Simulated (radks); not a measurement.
Species: Tl53+. Configuration: [Ar] 3d10. All-electron calculation, non-relativistic Kohn-Sham, PBE, spin-polarised, spherical densities, point nucleus; relativity is left out, which matters for an element this heavy. Program: a radial shooting solver on a logarithmic mesh with Libxc functionals.

Normalised radial functions P(r) = r R(r), r in bohr:

r,2p,3s,3p
0.00186,0.0350,0.3754,0.0181
0.002081,0.0434,0.4121,0.0225
0.002309,0.0530,0.4485,0.0274
0.002582,0.0655,0.4900,0.0339
0.002888,0.0810,0.5337,0.0419
0.003205,0.0984,0.5761,0.0509
0.003585,0.1213,0.6232,0.0627
0.004009,0.1492,0.6712,0.0771
0.004485,0.1831,0.7192,0.0946
0.004976,0.2210,0.7629,0.1142
0.005566,0.2700,0.8077,0.1394
0.006225,0.3289,0.8486,0.1698
0.006908,0.3940,0.8812,0.2032
0.007726,0.4770,0.9084,0.2458
0.008642,0.5753,0.9245,0.2961
0.009589,0.6820,0.9268,0.3505
0.01073,0.8153,0.9125,0.4182
0.012,0.9696,0.8770,0.4961
0.01342,1.1462,0.8167,0.5847
0.01489,1.3310,0.7354,0.6764
0.01665,1.5526,0.6176,0.7851
0.01863,1.7963,0.4663,0.9024
0.02067,2.0402,0.2954,1.0170
0.02312,2.3176,0.0797,1.1428
0.02586,2.6035,-0.1648,1.2657
0.02869,2.8685,-0.4110,1.3708
0.03209,3.1423,-0.6861,1.4652
0.0359,3.3903,-0.9562,1.5293
0.04015,3.5963,-1.2014,1.5500
0.04455,3.7353,-1.3861,1.5185
0.04983,3.8136,-1.5145,1.4169
0.05574,3.8044,-1.5449,1.2341
0.06185,3.7097,-1.4659,0.9850
0.06917,3.5128,-1.2510,0.6299
0.07737,3.2233,-0.8979,0.1921
0.08585,2.8845,-0.4559,-0.2732
0.09603,2.4659,0.1166,-0.8106
0.1074,2.0200,0.7447,-1.3480
0.1201,1.5783,1.3691,-1.8400
0.1333,1.1976,1.8879,-2.2150
0.1491,0.8411,2.3209,-2.4914
0.1668,0.5540,2.5755,-2.6073
0.1851,0.3526,2.6297,-2.5628
0.207,0.2009,2.4964,-2.3631
0.2315,0.1048,2.1985,-2.0399
0.2569,0.0525,1.8252,-1.6729
0.2873,0.0224,1.3838,-1.2589
0.3214,0.0085,0.9645,-0.8753
0.3595,0.0028,0.6138,-0.5583
0.3989,0.0009,0.3691,-0.3377
0.4461,0.0002,0.1921,-0.1775
0.499,0.0000,0.0886,-0.0830
0.5537,0.0000,0.0383,-0.0365
0.6193,0.0000,0.0135,-0.0131

2p: eigenvalue -15358.7 eV, 0 radial nodes, <r> = 0.0662 bohr, 90 % of the charge inside 0.107 bohr. 3s: eigenvalue -5793.1 eV, 2 radial nodes at r = 0.0240, 0.0940 bohr, <r> = 0.193 bohr, 90 % of the charge inside 0.280 bohr. 3p: eigenvalue -5577.8 eV, 1 radial node at r = 0.0809 bohr, <r> = 0.183 bohr, 90 % of the charge inside 0.271 bohr.
